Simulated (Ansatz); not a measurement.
Abridged output of a molecular run in Ansatz:

```
Functional definition: HF
1206 factors; integrals over basis functions are off by at most 1.3e-3 eV
mean field evaluation 1: about -14958.6810 eV, gradient 4.6e1 eV
mean field evaluation 2: about -14958.8774 eV, gradient 4.6e1 eV
mean field evaluation 4: about -14963.2577 eV, gradient 4.6e0 eV
mean field evaluation 8: about -14963.3301 eV, gradient 2.6e-1 eV
mean field -14963.33039653 eV, -549.8922495627 hartree, gradient 1.7e-6 eV, S^2 0.000000; 0 other end points of the search recorded, 0 dependent functions left out
8 core orbitals not correlated: weight in the atoms' cores, before any rotation towards them, 1.000 or more for the frozen orbitals, at most 0.000 for the correlated occupied ones
reference -14963.33039653 eV, -549.8922495627 hartree; 23, 23 occupied and 91, 91 virtual orbitals, 1206 factors
second order -33.68204035 eV of doubles, -0.00000000 eV of singles
cycle   1  -33.66046224 eV  change    2.2e-2 eV  update   1.2e-1
cycle   2  -34.37725462 eV  change   -7.2e-1 eV  update   3.7e-2
cycle   3  -34.57069640 eV  change   -1.9e-1 eV  update   1.8e-2
cycle   4  -34.56462515 eV  change    6.1e-3 eV  update   4.1e-3
cycle   5  -34.56252610 eV  change    2.1e-3 eV  update   1.9e-3
cycle   6  -34.56375090 eV  change   -1.2e-3 eV  update   5.2e-4
cycle   7  -34.56370484 eV  change    4.6e-5 eV  update   1.9e-4
cycle   8  -34.56355403 eV  change    1.5e-4 eV  update   6.1e-5
cycle   9  -34.56355133 eV  change    2.7e-6 eV  update   2.3e-5
perturbative correction -0.91369185 eV, -0.0335775561 hartree
Total energy: -14998.80763970 eV, -551.1960142021 hartree
```

Its atoms:

```xyz
10

F     1.539    1.348   -0.015
C     0.284    0.888   -0.159
F    -0.519    1.956   -0.297
C     0.091   -0.225   -1.148
C    -0.297   -1.112   -0.229
C    -0.171   -0.151    0.918
F     0.752   -0.451    1.848
F    -1.306    0.158    1.566
H     0.227   -0.261   -2.220
H    -0.599   -2.150   -0.264
```

Question: Which basis set was used?
A. def2-TZVPPD
B. def2-SVP
C. cc-pV(T+d)Z
D. def2-TZVPP

Answer: B. It gives 122 functions.

Question: Write the keys of the input that set method, charge and spin (a neutral closed shell needs none for the last two).

Answer: 
```yaml
correlation: {method: ccsd_t}
```
